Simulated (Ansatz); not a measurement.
One change: `C=NCS[SiH3]` becomes `C=N[CH2][GaH][OH]`.

Ansatz, PBE0-D4/def2-TZVP geometries, multiplicity 1. Each molecule was computed in one conformer, which needn't be the lowest.

Scalar relativity is left out up to krypton.

```tsv
property	`C=NCS[SiH3]`
LUMO energy (B3LYP/def2-TZVPP) / eV	-1.17
HOMO energy (B3LYP/def2-TZVPP) / eV	-6.72
HOMO–LUMO gap (PBE0/def2-TZVPP) / eV	6.04
LUMO energy (PBE/def2-TZVPP) / eV	-2.04
size of the dipole moment (ωB97M-V/def2-TZVPP) / D	2.43
HOMO–LUMO gap (PBE/def2-TZVPP) / eV	3.73
```

Q: What does the change do to each property? (Estimate.)

A: Ansatz gave: 
```csv
property,`C=N[CH2][GaH][OH]`,shift
LUMO energy (B3LYP/def2-TZVPP) / eV,-1.19,-0.02
HOMO energy (B3LYP/def2-TZVPP) / eV,-7.25,-0.53
HOMO–LUMO gap (PBE0/def2-TZVPP) / eV,6.55,0.51
LUMO energy (PBE/def2-TZVPP) / eV,-1.79,0.25
size of the dipole moment (ωB97M-V/def2-TZVPP) / D,2.65,0.22
HOMO–LUMO gap (PBE/def2-TZVPP) / eV,4.26,0.53
```

Dipoles are sizes alone; their direction can turn.

B3LYP here is the variant with VWN-RPA as its local correlation; programs differ in this.
